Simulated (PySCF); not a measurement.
**UHF on W- (tungsten, charge -1)**

Configuration: [Xe] 4f14 5d5 6s2, high-spin 6S determinant. All numbers are calculated (PySCF 2.14, scalar relativity through the core potential, in def2-QZVPPD with the def2 core potential (60 electrons)).

| Item | Value |
| --- | --- |
| Total energy | -66.339280 hartree |
| One-electron energy | -116.3456 hartree |
| Hartree (Coulomb) energy | 57.1714 hartree |
| Exchange energy | -7.1651 hartree |
| ⟨S²⟩ | 8.9218 |
| ⟨L²⟩ | 0.000 |
| Sum of ⟨r⟩ | 29.25 bohr |
| Sum of ⟨r²⟩ | 84.44 bohr² |

```
shell  electrons  mean orbital energy (hartree)  rms radius, mean of both spins (bohr)
 5s α          1                       -3.18917                                   1.17
 5s β          1                       -3.01585                                   1.17
 5p α          3                       -1.72480                                   1.37
 5p β          3                       -1.46200                                   1.37
 5d α          5                       -0.10000                                   2.34
 6s α          1                       -0.08583                                   4.63
 6s β          1                        0.01828                                   4.63
```

Energies and moments cover only the electrons outside the core potential. Spin-orbit coupling, which splits the p, d and f shells strongly at this Z, is absent. ⟨S²⟩ = 8.92 against 8.75 shows spin contamination. At UHF the highest occupied level has a positive energy, so only the finite basis holds that electron.
